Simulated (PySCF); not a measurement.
Isomers of C6H9N3O, from PBE0-D3(BJ)/def2-SVP geometry optimisation, gas phase (PySCF 2.14.0). One conformer each, no zero-point energy, no frequencies.

Problem. Which isomer lies lower at this level?
A. `[CH3:1][CH2:2][n:3]1[cH:4][c:5]([C:6]([CH3:7])=[O:8])[n:9][n:10]1` with C1–C2–N3–C4 80°, C4–C5–C6–C7 178°: A = 3507, B = 745.9, C = 652.4 MHz, dipole 3.91 D
B. `[CH3:1][C:2](=[O:3])[c:4]1[n:5][n:6]([CH3:7])[n:8][c:9]1[CH3:10]` with C1–C2–C4–N5 1°: A = 2169, B = 1108, C = 743.7 MHz, dipole 3.29 D

Solution. B. That is `CC(=O)c1nn(C)nc1C`, 8.9 kcal/mol below the other.

```tsv
SMILES	mapped SMILES	E (Eh)	relative (kcal/mol)	relative (kJ/mol)	dipole (D)
CC(=O)c1nn(C)nc1C	[CH3:1][C:2](=[O:3])[c:4]1[n:5][n:6]([CH3:7])[n:8][c:9]1[CH3:10]	-472.65348	0.0	0.0	3.29
CCn1cc(C(C)=O)nn1	[CH3:1][CH2:2][n:3]1[cH:4][c:5]([C:6]([CH3:7])=[O:8])[n:9][n:10]1	-472.63931	8.9	37.2	3.91
```
